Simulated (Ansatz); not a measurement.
Harmonic frequencies (cm⁻¹) at PBE0-D4/def2-TZVP from Ansatz: 3, 40, 108, 116, 230, 252, 252, 280, 282, 300, 310, 318, 370, 386, 490, 532, 533, 590, 611, 656, 659, 660, 666, 708, 846, 848, 851, 851, 870, 2125, 2126, 2127, 2127, 2132, 2135, 2140, 2142, 2142, 2149.

Q: Which molecule is it?
A. `[SiH2]1[SiH2][GeH2][GeH2][SiH2]1`
B. `[GeH2]1[GeH2][GeH2][GeH2]1`
C. `[GeH2]1[GeH2][GeH2][GeH2][GeH2]1`
D. `[SiH2]1[GeH2][SiH2][GeH2][GeH2]1`

A: C.
